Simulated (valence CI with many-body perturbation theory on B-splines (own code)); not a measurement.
Questions on Pb⁴²⁺

Computed by configuration interaction combined with many-body perturbation theory (CI+MBPT): four valence electrons over a frozen Dirac-Fock core [Kr], radial functions for each j: 7 s, 7 p, 8 d, 6 f, 4 g, 1 h, with the one-electron correlation potential Σ1 (screened to all orders), the two-electron term Σ2, the three-electron term Σ3, Breit, model QED; selected single and double excitations, second order for the rest, scaled by the run's own slope (own B-spline code, finite nucleus).

No measured spectrum was set against this ion. As an estimate, large intervals hold to a few tenths of a per cent, small ones and those within an open d or f shell to about a per cent. The list stops below the first excitations out of the core.

Levels are named by their leading jj configuration (3d3/2^4 stands for four electrons in 3d with j = 3/2), which in mixed levels can hold well under half, so a name can repeat and another be missing.

Rates and lifetimes use the calculated energies. Strong lines usually hold to 10 to 20 %, long lifetimes can be off by a factor of two.

(1) What is the ground level?

(2) What is the ionisation energy?

(3) Name the longest-lived excited levels whose lifetime is computed, and their main decay.

(4) How well does LS coupling describe the low levels?

## Answers

(1) (4d3/2^4) J=0, composition 60 % 4d⁴ ³P + 26 % 4d⁴ ⁵D + 14 % 4d⁴ ¹S.

(2) 2102.4 eV; NIST lists 2101 ± 4 eV (theoretical).

(3) (4d3/2^2 4d5/2^2) J=6 at 522640 cm⁻¹ lives 18.1 ms, mostly by E2 to (4d3/2^3 4d5/2) J=4; (4d3/2^3 4d5/2) J=3 at 287170 cm⁻¹ lives 12.7 ms, mostly by M1 to (4d3/2^3 4d5/2) J=4. The lifetime of (4d3/2^3 4d5/2) J=4 is too uncertain to give, and may be longer.

(4) Among the lowest 20 levels the leading LS term, summed over configurations, holds 48 % on average. For single configurations the figures are 48 % in LS and 97 % in jj coupling. Terms mix most in the J = 4 level at 267760 cm⁻¹, where the leading one holds 28 %.
